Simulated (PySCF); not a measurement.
**A small calculation by hand: oscillator strength and radiative lifetime**

silolane (C₄H₁₀Si), SMILES C1CC[SiH2]C1.

Geometry optimised at B3LYP-D3(BJ)/def2-SVP. Other conformers were not sampled.

TDDFT-PBE/def2-SVPD in PySCF puts the first singlet state with f over 0.02 at 7.09 eV (vertical), with the transition dipole (0.000, 0.000, 0.488) in atomic units.

**Question.** Find the oscillator strength, the wavelength and the radiative lifetime that this transition would have in vacuum if emission retraced absorption.

**Answer.** 
|μ|² = 0.2381 au, so |μ| = 1.24 D. ΔE = 7.09/27.211 = 0.2606 hartree. f = (2/3) ΔE |μ|² = 0.041 (the program prints 0.041).
λ = 1239.84/7.09 = 175 nm; ν = 57185 cm⁻¹.
Einstein's coefficient A = 0.6670 ν² f s⁻¹ (ν in cm⁻¹) = 9.0e7 s⁻¹, so τ = 1/A = 11 ns. This state is S2; the lower singlet has f = 0.004. The figure is the radiative limit of this one transition; relaxation, internal conversion, crossing to triplets and a medium change what is measured.
